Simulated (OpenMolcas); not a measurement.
## Multiplet structure of Re4+

```
Program             : OpenMolcas 26.06
Method              : MS-CASPT2, IPEA 0.25 Eh, imaginary shift 0.1 Eh (closed shells correlated: 5s 5p)
Basis               : ANO-RCC-VTZP [8s7p5d3f2g1h]
Scalar Hamiltonian  : DKH2, point nucleus
Active space        : 3 electrons in 10 orbitals (5d 6d)
State averaging     : 2S+1 = 4 even, 10 roots; 2S+1 = 2 even, 40 roots
Spin-orbit coupling : RASSI with atomic mean-field integrals over the reference wave functions, term energies averaged over their components
```

Spin-free terms above the lowest, with the occupations of the reference (each correlating shell added to its valence partner):

```json
{"Configuration": "5d³", "Term": "⁴F", "E (eV)": "0.0000", "Occupations": "5d 3.00"}
{"Configuration": "5d³", "Term": "⁴P", "E (eV)": "1.326", "Occupations": "5d 3.00"}
{"Configuration": "5d³", "Term": "²G", "E (eV)": "1.418", "Occupations": "5d 3.00"}
{"Configuration": "5d³", "Term": "²P", "E (eV)": "1.548", "Occupations": "5d 3.00"}
{"Configuration": "5d³", "Term": "²H", "E (eV)": "1.967", "Occupations": "5d 3.00"}
{"Configuration": "5d³", "Term": "²D(1)", "E (eV)": "1.997", "Occupations": "5d 3.00"}
{"Configuration": "5d³", "Term": "²F", "E (eV)": "3.200", "Occupations": "5d 3.00"}
{"Configuration": "5d³", "Term": "²D(2)", "E (eV)": "5.236", "Occupations": "5d 3.00"}
```

With spin-orbit coupling, above the lowest level:

```tsv
Configuration	Term	J	E (eV)	Measured (eV)	g	Term weight %	Second
5d³	⁴F	3/2	0.0000	0.0000	0.475	85	13 ²D(1)
5d³	⁴F	5/2	0.614	0.6017	1.036	95	4 ²D(1)
5d³	⁴F	7/2	1.134	1.1125	1.202	88	10 ²G
5d³	⁴F	9/2	1.512	1.4771	1.243	65	28 ²G
5d³	⁴P	3/2	1.547		1.383	44	38 ²P
5d³	⁴P	1/2	1.801	1.7761	1.932	63	37 ²P
5d³	²G	7/2	2.417	2.3573	0.934	86	11 ⁴F
5d³	²H	9/2	2.559	2.4756	1.059	55	27 ⁴F
5d³	⁴P	5/2	2.674	2.5940	1.560	90	6 ²D(1)
5d³	⁴P	3/2	2.953		1.234	45	42 ²D(1)
5d³	²P	1/2	2.970	2.9346	1.404	63	37 ⁴P
5d³	²H	11/2	3.492	3.3571	1.091	100	
5d³	²D(1)	5/2	3.694	3.5632	1.214	87	6 ⁴P
5d³	²G	9/2	3.871		1.052	55	38 ²H
5d³	²P	3/2	4.124		1.171	53	33 ²D(1)
5d³	²F	5/2	4.453	4.2355	0.901	88	10 ²D(2)
5d³	²F	7/2	4.484	4.2930	1.134	96	4 ²G
5d³	²D(2)	3/2	6.778	6.4536	0.804	97	
5d³	²D(2)	5/2	6.797	6.5051	1.177	86	9 ²F
```

Against the 14 measured excited levels shown (the list in Brasseur, Gamrath and Quinet, At. Data Nucl. Data Tables 157, 101636 (2024)) the mean absolute deviation is 950 cm-1; the largest miss in energy is 5d³ ²D_3/2(2): computed 6.778, measured 6.4536 eV (+5.0 %).

Spin-orbit coupling puts the lowest level 1.2915 eV below the lowest spin-free term.

A least-squares Racah fit to the terms below 60000 cm-1, each weighted by 2L + 1 and with a free common offset, gives B = 740 cm-1 and C = 2936 cm-1 (C/B = 3.97), with an rms deviation of 795 cm-1.

CASPT2 does not keep the components of a term degenerate, so their means are used; among the terms shown or strongly mixed into the levels shown the widest spread is 470 cm-1 (5d³ ⁴F). Active for correlation alone: 6d; no level in the range computed is led by a configuration that fills it, so any true level of that kind is missing. The CASPT2 spread within a term exceeds the gap to the next term for 5d³ ²H and 5d³ ²D(1), so the order of their levels is uncertain. Computed and measured levels are paired by configuration, term and J; levels that our copy of the source lacks, or whose pairing is in doubt (as where it misses far off the trend of its configuration), stay unpaired and out of the deviations. Only configurations of the active space appear. The first state left out of the spin-orbit step lies near 270000 cm-1 above the lowest spin-free state of the reference (among the parities and spins computed), and the list stops at four fifths of that energy or lower.

The term weight is that of the spin-free term in the level, not the purity of its configuration. A number in round brackets counts repeated terms of one configuration in the order of the reference energies.
